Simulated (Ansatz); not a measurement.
Input file:

```yaml
crystal:
  periodic: [false, false, false]
  atoms:
    - { symbol: S, position_ang: [-1.3277, 0.4716, 0.1457] }
    - { symbol: B, position_ang: [0.4305, 0.0349, 0.3136] }
    - { symbol: Br, position_ang: [1.76879, 1.50318, 0.33074] }
    - { symbol: H, position_ang: [-1.237, 0.4391, -1.2727] }
    - { symbol: H, position_ang: [0.77143, -1.09012, 0.43837] }
basis:
  gaussian: { orbitals: def2-SVP }
hamiltonian:
  xc: b3lyp
  dispersion: d4
relax:
  f_tol: 0.015
  max_steps: 40
output:
  orbitals: {}
```

Command:

```bash
$ ansatz run input.yaml --threads 1 --pin off --max-ram 2048MiB --backend cpu --events-out ev --progress --plain --runs-dir out
```

Hardware: 1 thread of AMD EPYC 9R45 96-Core Processor (Zen 5), on a shared host.

**Question.** Roughly how long does this run take, and how much memory?

**Answer.** 10 s, with a peak of 0.17 GiB, for 11 ionic steps.
